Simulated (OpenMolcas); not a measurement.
# Levels of Tl+ by method

```
Program             : OpenMolcas
Basis               : ANO-RCC-VQZP [9s8p6d4f3g]
Scalar Hamiltonian  : DKH2, point nucleus
Active space        : 2 electrons in 8 orbitals (6s 6p 7s 7p)
State averaging     : 2S+1 = 3 even, 3 roots; 2S+1 = 1 even, 7 roots; 2S+1 = 3 odd, 3 roots; 2S+1 = 1 odd, 3 roots
Spin-orbit coupling : RASSI with atomic mean-field integrals over the reference wave functions, term energies averaged over their components
```

Methods on the same reference wave functions:
A. CASSCF
B. SS-CASPT2, IPEA 0.25 Eh, imaginary shift 0.1 Eh (closed shells correlated: 5d)
C. MS-CASPT2, IPEA 0.25 Eh, imaginary shift 0.1 Eh (closed shells correlated: 5d)

Energies in cm-1 above 6s2 1S0, the measured ground level; measured values from NIST Handbook of Basic Atomic Spectroscopic Data.

| Level | A | B | C | Measured |
| --- | --- | --- | --- | --- |
| 6s2 1S0 | 0.0 | 0.0 | 0.0 | 0.0 |
| 6s 6p 3P* 0 | 44026 | 49310 | 49700 | 49451 |
| 6s 6p 3P* 1 | 46958 | 52060 | 52440 | 52394 |
| 6s 6p 3P* 2 | 54240 | 59520 | 59910 | 61728 |
| 6s 6p 1P* 1 | 76145 | 73310 | 73690 | 75663 |

Deviations, from unrounded energies. A percentage is the sum of absolute deviations over the sum of measured energies, with the sign that they share, or ± where signs differ.

```csv
Against measurement,Levels,A,B,C
mean absolute deviation (cm-1),4,4700,1300,1000
other configurations (%),4,±7.9,-2.1,±1.7
```

C lies closest to measurement on these levels and A furthest from it. The largest miss of C in the table is 6s 6p 1P* 1, by -2000 cm-1. The ranking rests on the paired levels alone, and a cruder setting can come out closer through cancelling errors.

Between B and C the level of the table that moves most is 6s 6p 3P* 1, by 390 cm-1 (lowest in B, highest in C). Moves below CASPT2's spread within the term are not significant.

The lowest spin-free term lies below A's lowest term by 0.413 hartree in B, 0.414 hartree in C.

Over all roots computed the reference weight is 0.85 to 0.93 in B, 0.85 to 0.93 in C; the roots of lowest weight are the least certain, and an intruder state may touch them. The run also gave levels led by 6s 7s, which use shells meant for correlation; these and all levels above them are left out. Spin-orbit splittings of 6p shells tend to come out small when the coupling is added on scalar orbitals. Measured partners are found by configuration, term and J. A level has none where our copy of the source lacks it or the pairing is in doubt (some pairs that miss far off the trend of their configuration count as doubtful), and it then counts in no deviation. Levels of configurations outside the active space are missing. Levels that lie high or do not pair safely by name in every column are left out.

* marks odd parity.
